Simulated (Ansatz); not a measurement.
Consider the cleavage of the Si–Si bond: `CB[SiH]([SiH3])Cl` + `OC(O)O` → `OC(O)O[SiH3]` + `CB[SiH2]Cl`.

Calculated with Ansatz (gas phase, PBE0-D4/def2-TZVP geometries, no zero-point term in ΔE). CCSD(T)/CBS adds triple-zeta CCSD(T) − MP2 to the extrapolated MP2 energy (def2 sets, frozen cores). Functionals use def2-TZVPP. B3LYP here is the variant with VWN-RPA as its local correlation; programs differ in this. Each species was taken in one conformer, which may not be the lowest.

`CB[SiH]([SiH3])Cl`:

Z-matrix (Å, degrees):
```
C
B 1 1.547
H 1 1.091 2 115.6
H 1 1.092 2 114.3 3 130.2
H 1 1.105 2 103.5 3 -115.7
Si 2 2.006 1 123.9 3 23.4
H 2 1.202 1 119.9 3 -162.6
Cl 6 2.080 2 112.0 1 -12.5
Si 6 2.347 2 110.5 1 106.9
H 6 1.490 2 111.6 1 -132.3
H 9 1.488 6 109.7 2 -57.8
H 9 1.486 6 110.3 2 -177.9
H 9 1.488 6 109.9 2 61.7
```

`OC(O)O`:

Z-matrix (Å, degrees):
```
C
O 1 1.384
O 1 1.401 2 106.2
O 1 1.375 2 109.5 3 -122.4
H 1 1.099 2 112.0 3 120.8
H 2 0.962 1 107.5 3 -30.2
H 3 0.962 1 108.1 2 178.5
H 4 0.965 1 106.9 2 49.0
```

`OC(O)O[SiH3]`:

Z-matrix (Å, degrees):
```
C
O 1 1.385
O 1 1.400 2 107.8
O 1 1.377 2 109.0 3 122.8
H 1 1.098 2 111.9 3 -120.1
H 2 0.962 1 107.4 3 28.2
Si 3 1.659 1 122.1 2 160.6
H 4 0.965 1 107.1 2 -41.2
H 7 1.486 3 110.5 1 47.4
H 7 1.481 3 104.7 1 166.4
H 7 1.484 3 112.0 1 -74.9
```

`CB[SiH2]Cl`:

Z-matrix (Å, degrees):
```
C
B 1 1.551
H 1 1.091 2 116.8
H 1 1.105 2 103.4 3 116.7
H 1 1.093 2 113.8 3 -130.0
Si 2 2.014 1 120.7 3 -16.4
H 2 1.198 1 119.2 3 165.5
Cl 6 2.067 2 113.5 1 -167.0
H 6 1.489 2 111.8 1 -45.8
H 6 1.490 2 109.4 1 73.2
```

```
             level  ΔE (kcal/mol)  difference from CCSD(T)/CBS
            PBE-D4          -11.5                          6.3
         r2SCAN-D4          -16.0                          1.8
           PBE0-D4          -13.2                          4.6
          B3LYP-D4          -17.3                          0.5
           ωB97X-V          -17.7                          0.1
           ωB97M-V          -18.5                         -0.7
            B2PLYP          -19.1                         -1.3
               PBE          -12.0                          5.8
            r2SCAN          -16.1                          1.7
              PBE0          -13.7                          4.1
             B3LYP          -18.2                         -0.4
     HF/def2-TZVPP          -24.1                         -6.3
    MP2/def2-TZVPP          -19.5                         -1.7
SCS-MP2/def2-TZVPP          -20.8                         -3.0
   CCSD/def2-TZVPP          -18.9                         -1.1
CCSD(T)/def2-TZVPP          -18.0                         -0.2
     HF/def2-QZVPP          -24.6                         -6.8
    MP2/def2-QZVPP          -19.5                         -1.7
SCS-MP2/def2-QZVPP          -20.8                         -3.0
      HF/CBS(def2)          -24.6                         -6.8
     MP2/CBS(def2)          -19.2                         -1.4
    CCSD/CBS(def2)          -18.7                         -0.9
       CCSD(T)/CBS          -17.8                            0
```

Largest T1 diagnostic among the species: 0.012.

From PBE to PBE0 (25 % exact exchange), in def2-TZVPP and without D4, ΔE moves by −1.8 kcal/mol. The D4 term adds +0.9 kcal/mol with B3LYP and +0.6 kcal/mol with PBE0; it sums over pairs of atoms, weighted by their polarisabilities, and B3LYP, whose exchange is more repulsive, gets the larger term. In def2-TZVPP, CCSD(T) changes the Hartree–Fock value by +6.0 kcal/mol (the triples alone add +0.8 kcal/mol) and MP2 by +4.6 kcal/mol.
